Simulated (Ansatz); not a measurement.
The cluster Sn3Se2. Total charge 0; singlet. Geometry PBE0-D4/def2-SVP, basis def2-TZVP, Ansatz.

```xyz
5

Sn    2.039   -0.526    0.541
Sn   -0.324    0.198   -1.513
Sn   -0.940   -1.671    1.027
Se   -2.343    0.249    0.295
Se    1.569    1.750   -0.349
```

```tsv
run	HOMO (eV)	LUMO (eV)
A	-5.88	-3.65
B	-5.14	-4.17
C	-5.63	-4.01
D	-5.36	-4.22
E	-5.53	-4.00
```

In the def2 sets Sn takes a core potential; there is no spin–orbit coupling. HSE06 is defined as in plane-wave codes, on full-range PBE exchange. Another isomer (singlet) lies 1.00 eV lower at PBE0-D4/def2-TZVP; other spin states weren't run for this one.

Question: The runs used HSE06, PBE, PBE0, r2SCAN, r2SCANh. Estimate which is which.

Answer: A PBE0 (25 % exact exchange); B PBE (0 % exact exchange); C r2SCANh (10 % exact exchange); D r2SCAN (0 % exact exchange); E HSE06 (range-separated). Exact exchange lowers occupied and raises empty levels; among semilocal functionals meta-GGAs tend to open the gap a little, and such runs are hard to tell apart. The gap grows from 0.97 eV (PBE) to 2.23 eV (PBE0). The restricted singlet is unstable towards broken spin symmetry in Hartree–Fock (as tested in another run); at PBE0-D4/def2-TZVP, PBE-D4/def2-TZVP, r2SCANh-D4/def2-TZVP, r2SCAN-D4/def2-TZVP and others this wasn't settled.
